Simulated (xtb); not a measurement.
Input file for xtb: GFN2-xTB on BrHSn (SMILES [Br][SnH]), a point of a bond scan (R = 1.428 Å).

```
$ xtb mol.xyz --gfn 2 --sp --chrg 0 --uhf 0
3

Sn    -0.57960730    -0.48360224     0.71178077
H     -1.50359608    -0.94151272    -0.27584323
Br     0.87757024     0.72103150    -1.00189399
```

It printed:

```
[...]
           -------------------------------------------------
          |                Calculation Setup                |
           -------------------------------------------------



           -------------------------------------------------
          |                 G F N 2 - x T B                 |
           -------------------------------------------------

        Reference                      10.1021/acs.jctc.8b01176
      * Hamiltonian:
        H0-scaling (s, p, d)           1.850000    2.230000    2.230000
        zeta-weighting                 0.500000
      * Dispersion:
        s8                             2.700000
        a1                             0.520000
        a2                             5.000000
        s9                             5.000000
      * Repulsion:
        kExp                           1.500000    1.000000
        rExp                           1.000000
      * Coulomb:
        alpha                          2.000000
        third order                    shell-resolved
        anisotropic                    true
        a3                             3.000000
        a5                             4.000000
        cn-shift                       1.200000
        cn-exp                         4.000000
        max-rad                        5.000000


          ...................................................
          :                      SETUP                      :
          :.................................................:
          :  # basis functions                  21          :
          :  # atomic orbitals                  19          :
          :  # shells                            7          :
          :  # electrons                        12          :
          :  max. iterations                   250          :
          :  Hamiltonian                  GFN2-xTB          :
          :  restarted?                      false          :
          :  GBSA solvation                  false          :
          :  PC potential                    false          :
          :  electronic temp.          300.0000000     K    :
          :  accuracy                    1.0000000          :
          :  -> integral cutoff          0.2500000E+02      :
          :  -> integral neglect         0.1000000E-07      :
          :  -> SCF convergence          0.1000000E-05 Eh   :
          :  -> wf. convergence          0.1000000E-03 e    :
          :  Broyden damping             0.4000000          :
          :  net charge                          0          :
          :  unpaired electrons                  0          :
          ...................................................

 iter      E             dE          RMSdq      gap      omega  full diag
   1     -6.3541923 -0.635419E+01  0.393E+01    1.10       0.0  T
   2     -6.4971080 -0.142916E+00  0.321E+01    4.20       1.0  T
   3     -6.7412703 -0.244162E+00  0.128E+01    3.23       1.0  T
   4     -5.0752909  0.166598E+01  0.493E+01    0.68       1.0  T
   5     -6.7444492 -0.166916E+01  0.464E+00    3.41       1.0  T
   6     -6.7523385 -0.788930E-02  0.287E+00    3.29       1.0  T
   7     -6.7581909 -0.585231E-02  0.207E+00    3.24       1.0  T
   8     -6.7640584 -0.586756E-02  0.338E-01    3.08       1.0  T
   9     -6.7643008 -0.242348E-03  0.570E-02    3.04       1.0  T
  10     -6.7643040 -0.324768E-05  0.306E-02    3.04       1.9  T
  11     -6.7643046 -0.544871E-06  0.167E-02    3.04       3.5  T
  12     -6.7643047 -0.152692E-06  0.892E-03    3.04       6.5  T
  13     -6.7643048 -0.103920E-06  0.800E-03    3.03       7.2  T
  14     -6.7643048 -0.686983E-08  0.349E-03    3.03      16.5  T
  15     -6.7643048 -0.418562E-08  0.139E-03    3.03      41.4  T
  16     -6.7643048 -0.136372E-08  0.258E-04    3.04     224.0  T
  17     -6.7643048 -0.220179E-10  0.205E-04    3.04     281.9  T

   *** convergence criteria satisfied after 17 iterations ***

         #    Occupation            Energy/Eh            Energy/eV
      -------------------------------------------------------------
         1        2.0000           -0.8395886             -22.8464
         2        2.0000           -0.8063138             -21.9409
         3        2.0000           -0.4498882             -12.2421
         4        2.0000           -0.4279103             -11.6440
         5        2.0000           -0.4171550             -11.3514
         6        2.0000           -0.4028078             -10.9610 (HOMO)
         7                         -0.2912703              -7.9259 (LUMO)
         8                         -0.2092903              -5.6951
         9                         -0.1714683              -4.6659
        10                         -0.1480033              -4.0274
        11                         -0.0988703              -2.6904
       ...                                ...                  ...
        19                          0.7708483              20.9759
      -------------------------------------------------------------
                  HL-Gap            0.1115375 Eh            3.0351 eV
             Fermi-level           -0.3470391 Eh           -9.4434 eV

 SCC (total)                   0 d,  0 h,  0 min,  0.004 sec
 SCC setup                      ...        0 min,  0.000 sec (  1.882%)
 Dispersion                     ...        0 min,  0.000 sec (  0.471%)
 classical contributions        ...        0 min,  0.000 sec (  0.284%)
 integral evaluation            ...        0 min,  0.001 sec ( 16.020%)
 iterations                     ...        0 min,  0.002 sec ( 64.252%)
 molecular gradient             ...        0 min,  0.001 sec ( 14.844%)
 printout                       ...        0 min,  0.000 sec (  1.914%)

         :::::::::::::::::::::::::::::::::::::::::::::::::::::
         ::                     SUMMARY                     ::
         :::::::::::::::::::::::::::::::::::::::::::::::::::::
         :: total energy              -6.734202377600 Eh    ::
         :: gradient norm              0.248190207521 Eh/a0 ::
         :: HOMO-LUMO gap              3.035088524644 eV    ::
         ::.................................................::
         :: SCC energy                -6.764304809098 Eh    ::
         :: -> isotropic ES            0.003579903666 Eh    ::
         :: -> anisotropic ES          0.002215760290 Eh    ::
         :: -> anisotropic XC         -0.009354460669 Eh    ::
         :: -> dispersion             -0.001624721436 Eh    ::
         :: repulsion energy           0.030102431498 Eh    ::
         :: add. restraining           0.000000000000 Eh    ::
         :: total charge              -0.000000000000 e     ::
         :::::::::::::::::::::::::::::::::::::::::::::::::::::

           -------------------------------------------------
          |                Property Printout                |
           -------------------------------------------------

    * Orbital Energies and Occupations

         #    Occupation            Energy/Eh            Energy/eV
      -------------------------------------------------------------
         1        2.0000           -0.8395886             -22.8464
         2        2.0000           -0.8063138             -21.9409
         3        2.0000           -0.4498882             -12.2421
         4        2.0000           -0.4279103             -11.6440
         5        2.0000           -0.4171550             -11.3514
         6        2.0000           -0.4028078             -10.9610 (HOMO)
         7                         -0.2912703              -7.9259 (LUMO)
         8                         -0.2092903              -5.6951
         9                         -0.1714683              -4.6659
        10                         -0.1480033              -4.0274
Note: The following floating-point exceptions are signalling: IEEE_DENORMAL
normal termination of xtb
        11                         -0.0988703              -2.6904
        12                         -0.0887164              -2.4141
        13                          0.0403695               1.0985
        14                          0.0569288               1.5491
        15                          0.0586942               1.5971
        16                          0.0845633               2.3011
        17                          0.0855855               2.3289
       ...                                ...                  ...
        19                          0.7708483              20.9759
      -------------------------------------------------------------
                  HL-Gap            0.1115375 Eh            3.0351 eV
             Fermi-level           -0.3470391 Eh           -9.4434 eV

     #   Z          covCN         q      C6AA      α(0)
     1  50 Sn       1.773     0.265   454.532    45.813
     2   1 H        0.946    -0.043     3.916     3.093
     3  35 Br       0.828    -0.222   190.956    22.280

 Mol. C6AA /au·bohr⁶  :       1357.542708
 Mol. C8AA /au·bohr⁸  :     124811.567483
 Mol. α(0) /au        :         71.186419


Wiberg/Mayer (AO) data.
largest (>0.10) Wiberg bond orders for each atom

 ---------------------------------------------------------------------------
     #   Z sym  total        # sym  WBO       # sym  WBO       # sym  WBO
 ---------------------------------------------------------------------------
     1  50 Sn   2.283 --     3 Br   1.300     2 H    0.983
     2   1 H    0.998 --     1 Sn   0.983
     3  35 Br   1.315 --     1 Sn   1.300
 ---------------------------------------------------------------------------

Topologies differ in total number of bonds
Writing topology from bond orders to xtbtopo.mol

molecular dipole:
                 x           y           z       tot (Debye)
 q only:       -0.536      -0.468       0.798
   full:       -1.296      -1.133       1.943       6.599
molecular quadrupole (traceless):
                xx          xy          yy          xz          yz          zz
 q only:       -0.311      -0.680       0.157       0.365       0.311       0.155
  q+dip:       -1.321      -2.362       0.255       1.483       1.100       1.067
   full:       -1.158      -4.926       2.584       1.298       1.956      -1.425


           -------------------------------------------------
          | TOTAL ENERGY               -6.734202377600 Eh   |
          | GRADIENT NORM               0.248190207521 Eh/α |
          | HOMO-LUMO GAP               3.035088524644 eV   |
           -------------------------------------------------

------------------------------------------------------------------------
------------------------------------------------------------------------
 total:
 SCF:
```

The run finished.

Cost: very roughly 0.04 core-seconds.
